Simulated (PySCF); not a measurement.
Continuum solvent and chemical shifts

Atoms are numbered as in `[CH3:1][c:2]1[p:3][cH:4][p:5][c:6]([Cl:7])[p:8]1`. Hydrogens are named by the atom that carries them.

GIAO PBE0/pcSseg-1 in PySCF 2.14.0 with density-fitted response routines on one PBE0-D3(BJ)/def2-SVP conformer, non-relativistic, equivalent nuclei averaged. Solvents enter as an IEF-PCM continuum (tetrahydrofuran with ε = 7.4, water with ε = 78.4) around the gas-phase geometry. Shifts are referred to TMS computed in the same medium.

Gas phase, δ in ppm: C6 219.4, C2 212.6, C4 188.2, C1 30.4, H(C4) 10.49, H(C1) 3.31. Dipole moment 1.96 D.

Q: How does each δ change in the continuum?

A: 
```
atoms                                      environment  Δδ, tetrahydrofuran  Δδ, water
   C6                 aromatic carbon bearing chlorine                 -1.0       -1.3
   C2                      substituted aromatic carbon                 +3.8       +4.7
   C4                                      aromatic CH                 +2.2       +2.8
   C1                methyl carbon on an aromatic ring                 +1.0       +1.3
H(C4)                       hydrogen on an aromatic CH                +0.27      +0.33
H(C1)  hydrogen on a methyl carbon on an aromatic ring                +0.11      +0.14
```

Changes are relative to the gas phase. The dipole moment becomes 2.70 D in tetrahydrofuran, 2.90 D in water.

Q: Which of the listed nuclei move most (in ppm), and what does the model miss?

A: C2 (substituted aromatic carbon, +4.7 ppm) in water. A continuum only polarises the solute; specific hydrogen bonds, the anisotropy of aromatic solvents and changes of geometry or conformer are outside it.
